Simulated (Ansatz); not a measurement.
Correlation energies of CH₃GaO, SMILES `O=[CH][GaH2]` by basis set

```xyz
6

O     0.998   -1.484    0.410
C     0.985   -0.393   -0.114
Ga   -0.827    0.476    0.025
H     1.918   -0.009   -0.589
H    -1.169    1.281    1.324
H    -1.905    0.129   -1.056
```

The species carries charge 0 and has multiplicity 1. Correlated methods include outer-core shells of Ga, which these sets cover unevenly. Scalar relativity is left out up to krypton. The structure was optimised at the PBE0-D4/def2-TZVP level. Frozen core, restricted reference, the Gaussian-basis code of Ansatz.

```tsv
basis	HF (Eh)	MP2 corr.	CCSD corr.	(T)	CCSD(T) total
def2-SVP	-2037.33544	-0.52459	-0.53753	-0.01803	-2037.89100
def2-TZVPP	-2037.72179	-0.61633	-0.62857	-0.02665	-2038.37701
def2-QZVPP	-2037.76787	-0.89206	–	–	–
```
